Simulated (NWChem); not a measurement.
Species: CaCl cation; SMILES [Cl][Ca+]

```xyz
2

Ca     0.0000     0.0000    -1.0670
Cl     0.0000     0.0000     1.2545
```
Atoms are numbered in this order, from 1.

Coordinates come from a PBE0/def2-SVP optimisation.

List the 4 lowest vertical singlet excitations from PBE0/def2-SVPD, full TDDFT (NWChem).


| state | energy (eV) | oscillator strength | leading excitation (squared amplitude) |
|---|---|---|---|
| S1 | 4.58 | 0.013 | HOMO → LUMO (0.98) |
| S2 | 4.58 | 0.013 | HOMO−1 → LUMO (0.98) |
| S3 | 5.21 | 0.021 | HOMO−2 → LUMO (0.97) |
| S4 | 5.58 | 0.000 | HOMO → LUMO+1 (0.50) |
